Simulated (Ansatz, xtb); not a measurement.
**Relative energy of two structures of C5H9AlO2**

Structure X is a singlet given by its coordinates and structure Y is a singlet given by its coordinates. Both are isolated molecules in the gas phase, relaxed with PBE0-D3(BJ)/def2-SVP.

X (Å):

```xyz
17

C    -1.0200   -0.3612    2.7196
C     0.2209    0.0546    1.9362
C     0.1641   -0.3150    0.4759
C    -0.3951    0.5674   -0.4583
C     0.6407   -1.5586    0.0394
Al   -0.0763   -1.1668   -2.6614
O    -0.5378    0.3656   -1.7007
O     0.6179   -2.0061   -1.1454
H    -1.1708   -1.4512    2.6731
H    -0.9415   -0.0749    3.7796
H    -1.9254    0.1110    2.3072
H     1.1165   -0.4019    2.3894
H     0.3705    1.1433    2.0277
H    -0.7450    1.5502   -0.0917
H     1.1093   -0.8222   -3.6595
H    -1.4002   -1.9177   -3.1155
H     1.0962   -2.2275    0.7930
```

Close contacts (Å): C1–C2 1.53, C2–C3 1.51, C3–C4 1.40, C3–C5 1.40, C4–O7 1.27, C5–O8 1.27, Al6–O7 1.87, Al6–O8 1.87, C1–H9 1.10, C1–H10 1.10, C1–H11 1.10, C2–H12 1.10, C2–H13 1.10, C4–H14 1.11, C5–H17 1.11, Al6–H15 1.59, Al6–H16 1.59.

Y (Å):

```xyz
17

C    -2.6015    1.2814    0.0624
C    -1.3542    0.9576    0.8701
C    -0.4775   -0.0827    0.2349
C     0.1803   -1.0422    1.0277
C     1.0347   -1.9964    0.4804
Al    0.6713   -1.1015   -2.1555
O     1.3223   -2.1342   -0.7478
O    -0.3531   -0.0248   -1.0298
H    -3.2645    0.4064   -0.0125
H    -2.3336    1.5884   -0.9575
H    -3.1663    2.0970    0.5352
H    -1.5995    0.6496    1.8970
H    -0.7247    1.8627    0.9626
H     0.0225   -1.0424    2.1056
H     1.5181   -2.7146    1.1656
H     1.8542   -0.2337   -2.7658
H    -0.2982   -1.9839   -3.0534
```

Close contacts (Å): C1–C2 1.52, C2–C3 1.50, C3–C4 1.41, C3–O8 1.27, C4–C5 1.39, C5–O7 1.27, Al6–O7 1.86, Al6–O8 1.86, C1–H9 1.10, C1–H10 1.10, C1–H11 1.10, C2–H12 1.10, C2–H13 1.11, C4–H14 1.09, C5–H15 1.10, Al6–H16 1.59, Al6–H17 1.59.

**Question.** Which of the two would you expect CCSD(T)/def2-SVP + ΔMP2/def2-TZVPP electronic energies to favour?

**Answer.** Structure Y; the calculation gives E(Y) − E(X) = −0.284 eV.

The same difference at several levels:

```tsv
level	geometry	E(Y) − E(X) (eV)	departure from the last row (eV)	job, with rough time for the two
PBE0-D3(BJ)/def2-SVP	PBE0-D3(BJ)/def2-SVP	−0.296	−0.012	optimisation, 2 min
HF/def2-SVP	PBE0-D3(BJ)/def2-SVP	−0.383	−0.099	part of the CCSD(T) run
MP2/def2-SVP	PBE0-D3(BJ)/def2-SVP	−0.261	+0.023	part of the CCSD(T) run
CCSD(T)/def2-SVP	PBE0-D3(BJ)/def2-SVP	−0.273	+0.011	single point
CCSD(T)/def2-SVP + ΔMP2/def2-TZVPP	PBE0-D3(BJ)/def2-SVP	−0.284		single point, 2.4 min
```

The levels shown agree on the order. The largest departure from CCSD(T)/def2-SVP + ΔMP2/def2-TZVPP is that of HF/def2-SVP, 0.099 eV. Levels run at GFN2-xTB geometries aren't shown. The last row adds to CCSD(T) the change of the MP2 difference between the two basis sets, here −0.011 eV.

With thermal terms from frequencies at re-optimised GFN2-xTB minima (ideal gas, soft modes damped towards free rotors, one conformer each, 298.15 K, 1 atm): on the last row, ΔE + ΔZPE = −0.285, ΔH = −0.286, ΔG = −0.289 eV.

The correlated steps freeze 12 core orbitals. Run with Ansatz 0.2.0, xtb 6.7.1; the last row on 4 threads of Arm Neoverse V1 on a shared host.
